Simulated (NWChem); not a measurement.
Program: NWChem. System: H2BF, charge 0, spin multiplicity 1, at a geometry optimised with B3LYP/def2-SVP. The structure started from a generated list of species. Level: RHF/STO-3G.

Input file:

```
start mol
memory heap 200 mb stack 900 mb global 1100 mb
geometry units angstroms nocenter noautoz
  B      0.000000     0.000000    -0.671463
  H      1.068257     0.000000    -1.233938
  H     -1.068257     0.000000    -1.233938
  F      0.000000     0.000000     0.647243
  symmetry group C2v
end
basis spherical
  * library sto-3g
end
scf
  rhf
  nopen 0
  maxiter 100
  thresh 1e-7
  semidirect memsize 60000000 filesize 0
end
task scf energy
```

Part of the output:

```
             Northwest Computational Chemistry Package (NWChem) 7.3.0
             --------------------------------------------------------

                                NWChem Input Module
                                -------------------

 Scaling coordinates for geometry "geometry" by  1.889725989
 (inverse scale =  0.529177249)

 Turning off AUTOSYM since
 SYMMETRY directive was detected!

                             Geometry "geometry" -> ""
                             -------------------------

 Output coordinates in angstroms (scale by  1.889725989 to convert to a.u.)

  No.       Tag          Charge          X              Y              Z
 ---- ---------------- ---------- -------------- -------------- --------------
    1 B                    5.0000     0.00000000     0.00000000    -0.67146300
    2 H                    1.0000     1.06825700     0.00000000    -1.23393800
    3 H                    1.0000    -1.06825700     0.00000000    -1.23393800
    4 F                    9.0000     0.00000000     0.00000000     0.64724300

 Effective nuclear repulsion energy (a.u.)      27.0917115780

            Nuclear Dipole moment (a.u.)
            ----------------------------
        X                 Y               Z
 ---------------- ---------------- ----------------
     0.0000000000     0.0000000000    -0.0000075589

      Symmetry information
      --------------------

 Group name             C2v
 Group number             16
 Group order               4
 No. of unique centers     3

      Symmetry unique atoms

     1    2    4


 Summary of "ao basis" -> "" (spherical)
 ------------------------------------------------------------------------------
       Tag                 Description            Shells   Functions and Types
 ---------------- ------------------------------  ------  ---------------------
 *                           sto-3g                   on all atoms

 Summary of "ao basis" -> "ao basis" (spherical)
 ------------------------------------------------------------------------------
       Tag                 Description            Shells   Functions and Types
[...]
     6      0.296095  2 H  s                  7      0.296095  3 H  s
     9      0.178367  4 F  s                  2      0.173291  1 B  s

 Vector    7  Occ=2.000000D+00  E=-5.169990D-01  Symmetry=b2
              MO Center= -8.0D-31, -9.3D-16,  5.1D-01, r^2= 5.4D-01
   Bfn.  Coefficient  Atom+Function         Bfn.  Coefficient  Atom+Function
  ----- ------------  ---------------      ----- ------------  ---------------
    11      0.916993  4 F  py                 4      0.281113  1 B  py

 Vector    8  Occ=2.000000D+00  E=-4.004295D-01  Symmetry=b1
              MO Center= -3.4D-16,  1.4D-32, -4.7D-01, r^2= 1.8D+00
   Bfn.  Coefficient  Atom+Function         Bfn.  Coefficient  Atom+Function
  ----- ------------  ---------------      ----- ------------  ---------------
    10      0.641351  4 F  px                 6     -0.426984  2 H  s
     7      0.426984  3 H  s                  3     -0.328839  1 B  px

 Vector    9  Occ=0.000000D+00  E= 2.753797D-01  Symmetry=b2
              MO Center=  2.5D-31, -6.3D-17, -5.5D-01, r^2= 1.0D+00
   Bfn.  Coefficient  Atom+Function         Bfn.  Coefficient  Atom+Function
  ----- ------------  ---------------      ----- ------------  ---------------
     4      0.972477  1 B  py                11     -0.428790  4 F  py

 Vector   10  Occ=0.000000D+00  E= 6.502808D-01  Symmetry=a1
              MO Center=  1.9D-16,  1.3D-16, -9.8D-01, r^2= 1.5D+00
   Bfn.  Coefficient  Atom+Function         Bfn.  Coefficient  Atom+Function
  ----- ------------  ---------------      ----- ------------  ---------------
     2      1.352768  1 B  s                  6     -0.837858  2 H  s
     7     -0.837858  3 H  s                 12      0.295026  4 F  pz
     1     -0.254730  1 B  s                  9     -0.253427  4 F  s
     5     -0.243336  1 B  pz

 Vector   11  Occ=0.000000D+00  E= 7.202829D-01  Symmetry=a1
              MO Center=  1.7D-16,  1.1D-16, -3.5D-01, r^2= 1.0D+00
   Bfn.  Coefficient  Atom+Function         Bfn.  Coefficient  Atom+Function
  ----- ------------  ---------------      ----- ------------  ---------------
     5      1.155134  1 B  pz                12      0.670587  4 F  pz
     9     -0.640795  4 F  s                  6      0.261444  2 H  s
     7      0.261444  3 H  s                  2      0.259828  1 B  s

 center of mass
 --------------
 x =   0.00000000 y =   0.00000000 z =   0.14263219

 moments of inertia (a.u.)
 ------------------
          56.455538672951           0.000000000000           0.000000000000
           0.000000000000          64.669720064932           0.000000000000
           0.000000000000           0.000000000000           8.214181391982

  Mulliken analysis of the total density
  --------------------------------------

    Atom       Charge   Shell Charges
 -----------   ------   -------------------------------------------------------
    1 B    5     4.67   1.99  0.94  1.73
    2 H    1     1.08   1.08
    3 H    1     1.08   1.08
    4 F    9     9.18   2.00  1.93  5.25

       Multipole analysis of the density wrt the origin
       ------------------------------------------------

     L   x y z        total         open         nuclear
     -   - - -        -----         ----         -------
     0   0 0 0     -0.000000      0.000000     16.000000

     1   1 0 0     -0.000000      0.000000      0.000000
     1   0 1 0      0.000000      0.000000      0.000000
     1   0 0 1     -0.081868      0.000000     -0.000008

     2   2 0 0     -8.461195      0.000000      8.150404
     2   1 1 0     -0.000000      0.000000      0.000000
     2   1 0 1     -0.000000      0.000000      0.000000
     2   0 2 0     -7.006647      0.000000      0.000000
     2   0 1 1     -0.000000      0.000000      0.000000
     2   0 0 2     -8.999174      0.000000     32.388947

 Task  times  cpu:        0.0s     wall:        0.0s

 Total times  cpu:        0.0s     wall:        0.0s
```
